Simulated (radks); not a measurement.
Initial-state core-level shifts of neutral magnesium when its valence configuration changes from [Ne] 3s2. All-electron calculation, scalar-relativistic Kohn-Sham, PBE, spin-unpolarised, spherical densities, point nucleus. Program: a radial shooting solver on a logarithmic mesh with Libxc functionals. Shifts are changes of the shell-averaged eigenvalues in eV (positive: less bound).

| valence | 1s | 2s | 2p |
|---|---|---|---|
| 3s1 3p1 | -2.118 | -2.075 | -2.062 |
| 3p2 | -4.011 | -3.930 | -3.903 |
| 3s0.5 3p1.5 | -3.086 | -3.024 | -3.004 |
| 3s1.5 3p0.5 | -1.096 | -1.074 | -1.068 |
